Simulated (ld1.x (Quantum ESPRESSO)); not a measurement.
**Varying the TM potential for Mo**

Base potential:

| Item | Value |
| --- | --- |
| Element | molybdenum |
| Generator | ld1.x (Quantum ESPRESSO) 7.5 |
| Type | norm-conserving Troullier–Martins (Kleinman–Bylander form) |
| Functional | PBE |
| Relativity | fully relativistic |
| Frozen core | [Ar] 3d10 |
| Valence charge | 14 |
| Reference configuration | 4s2 4p6 4d5 5s1 5p0 |
| Partial waves | 4s (bound): rc 1.85 bohr; 4d (bound): rc 2.25 bohr; 4p (bound): rc 1.40 bohr |
| Local potential | the p channel |
| Core correction | none |

Open shells are filled in proportion to 2j + 1 (rel_dist='average').

Occupied shells without a wave of their own: 5s. They enter only through the test configuration that unscreens the potential.

All-electron outer shells of the reference configuration (PBE, scalar-relativistic, ld1.x):

```
shell  level (eV)  outermost node (bohr)  outermost maximum (bohr)
   3p     -379.25                   0.17                      0.38
   3d     -220.98                      –                      0.32
   4s      -64.35                   0.51                      0.99
   4p      -38.49                   0.52                      1.08
   5s       -4.09                   1.34                      2.93
   4d       -3.75                   0.53                      1.38
   5p       -1.04                   1.54                      4.11
```

Cutoffs, loose and tight: the cutoffs (Ry, on a coarse ladder) from which the occupation-weighted sum of valence levels, in a spherical-Bessel basis at the reference potential, stays within 10 and 1 mRy of its value at 400 Ry. They do not see the model core or the augmentation charge, which bear on the density cutoff. Test errors are all-electron minus pseudo excitation energies from the reference, over the configurations 4s2 4p6 4d5 5s0 5p0; 4s2 4p6 4d4 5s0 5p0; 4s2 4p6 4d3 5s0 5p0; 4s2 4p6 4d4 5s2 5p0; 4s2 4p6 4d4 5s1 5p1; 4s2 4p6 4d5.5 5s0.5 5p0; 4s2 4p6 4d4 5s1 5p0. A dash means not determined; rows that change the core or the reference have their own tests.

Cutoffs are not given where the Bessel-basis levels miss the radial ones by over 6 mRy, ghosts where they miss by over 20 mRy; a channel whose overlap is not positive is not tested.

```csv
change,outcome,bound ghosts,largest test error (meV)
base,"generated, misses its reference levels by 1.68 eV",not determined,-1372
wave 4p (bound): rc 1.40 bohr becomes 4p (bound): rc 1.02 bohr,"generated, misses its reference levels by 1.68 eV",not determined,-1438
wave 4p (bound): rc 1.40 bohr becomes 4p (bound): rc 1.16 bohr,"generated, misses its reference levels by 1.68 eV",not determined,-1217
wave 4p (bound): rc 1.40 bohr becomes 4p (bound): rc 1.34 bohr,"generated, misses its reference levels by 1.68 eV",not determined,-1317
wave 4p (bound): rc 1.40 bohr becomes 4p (bound): rc 1.42 bohr,"generated, misses its reference levels by 1.68 eV",not determined,-1398
wave 4p (bound): rc 1.40 bohr becomes 4p (bound): rc 1.56 bohr,"generated, misses its reference levels by 1.68 eV",not determined,-1463
wave 4p (bound): rc 1.40 bohr becomes 4p (bound): rc 1.72 bohr,"generated, misses its reference levels by 1.68 eV",not determined,-1532
wave 4p (bound): rc 1.40 bohr becomes 4p (bound): rc 1.82 bohr,"generated, misses its reference levels by 1.67 eV",not determined,-1562
wave 4p (bound): rc 1.40 bohr becomes 4p (bound): rc 1.96 bohr,"generated, misses its reference levels by 1.67 eV",not determined,-1600
wave 4p (bound): rc 1.40 bohr becomes 4p (bound): rc 2.14 bohr,"generated, misses its reference levels by 1.67 eV",not determined,-1626
```

Task: What comes out with this change to the base: wave 4p (bound): rc 1.40 bohr becomes 4p (bound): rc 0.88 bohr?

Result: outcome: generated, misses its reference levels by 1.73 eV; bound ghosts: not determined; largest test error (meV): -2309.
